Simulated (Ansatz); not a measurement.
CH5S, charge +1, singlet, at a GFN2-xTB geometry; B97M-V/6-31G (Ansatz, a first-principles code).

The Ansatz input:
Ansatz 0.2 input:
```yaml
crystal:
  periodic: [false, false, false]
  atoms:
    - {symbol: C, position_ang: [-1.13733988, -0.15488493, 0.31956678]}
    - {symbol: S, position_ang: [0.57631004, 0.06030404, -0.26311906]}
    - {symbol: H, position_ang: [-1.76532359, 0.54315093, -0.22980945]}
    - {symbol: H, position_ang: [-1.44558655, -1.16978631, 0.07792438]}
    - {symbol: H, position_ang: [-1.21784394, 0.02192839, 1.38740599]}
    - {symbol: H, position_ang: [0.83830333, 1.23610769, 0.35754640]}
    - {symbol: H, position_ang: [1.19352933, -0.66695567, 0.69943691]}
basis:
  gaussian:
    orbitals: 6-31G
hamiltonian:
  xc: {name: B97M-V}
total_charge: 1
```

What the program printed (banner, timings and long lists left out):

```
Functional definition: B97M-V
427 factors; integrals over basis functions are off by at most 2.5e-4 eV
mean field evaluation 1: about -11934.4498 eV, gradient 5.0e1 eV
mean field evaluation 2: about -11931.1465 eV, gradient 5.7e1 eV
mean field evaluation 4: about -11940.8946 eV, gradient 1.5e0 eV
mean field evaluation 8: about -11940.8830 eV, gradient 3.0e-3 eV
mean field -11940.88298981 eV, -438.8193560542 hartree, gradient 3.7e-5 eV, S^2 0.000000; 0 other end points of the search recorded, 0 dependent functions left out
reference -11940.88302234 eV, -438.8193572499 hartree; 13, 13 occupied and 19, 19 virtual orbitals, 427 factors
Total energy: -11940.88302234 eV, -438.8193572499 hartree
```
